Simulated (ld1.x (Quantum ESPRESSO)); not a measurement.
## u(r) = r·R(r): atom against pseudo-atom (Gd (Z = 64))

Columns: radius, all-electron u(r) and pseudo u(r) of the 6p shell (level -5.89 eV) of gadolinium in the configuration [Xe] 4f7 5d1 6s1 6p0; LDA (PZ), scalar-relativistic, ultrasoft scheme, ld1.x (Quantum ESPRESSO) 7.5.

```
r (bohr)  all-electron  pseudo
   0.222       -0.0723  0.0053
   0.445        0.1468  0.0212
   0.668        0.0170  0.0468
   0.890       -0.1642  0.0807
   1.112       -0.2468  0.1214
   1.335       -0.2335  0.1672
   1.558       -0.1600  0.2161
   1.780       -0.0583  0.2657
   2.002        0.0514  0.3144
   2.225        0.1572  0.3607
   2.448        0.2522  0.4030
   2.670        0.3330  0.4401
   2.892        0.3991  0.4715
   3.115        0.4511  0.4969
   3.338        0.4895  0.5161
   3.560        0.5154  0.5291
   3.782        0.5304  0.5363
   4.005        0.5361  0.5378
   4.228        0.5337  0.5339
   4.450        0.5247  0.5247
   4.672        0.5104  0.5104
   4.895        0.4918  0.4918
   5.118        0.4701  0.4701
   5.340        0.4462  0.4462
   5.562        0.4209  0.4209
   5.785        0.3946  0.3946
```

Question: How many radial nodes do the two functions have?

Answer: The all-electron 6p function has n − l − 1 = 4 (the table is too coarse to show those close to the nucleus); the pseudo-wave has 0, since the states of the same l below it are removed with the core.

Question: At about which radius was the pseudo-wave matched?

Answer: 4.45 bohr, where the columns begin to agree (steps of 0.22 bohr).

Question: Where does each function peak?

Answer: Outermost all-electron maximum near 4.00 bohr, pseudo maximum near 4.00 bohr (to the table’s step).

Question: Is the pseudo-wave norm-conserving?

Answer: No, it belongs to an ultrasoft set: the norm inside the radius is not constrained, and the difference is carried by the augmentation charge.
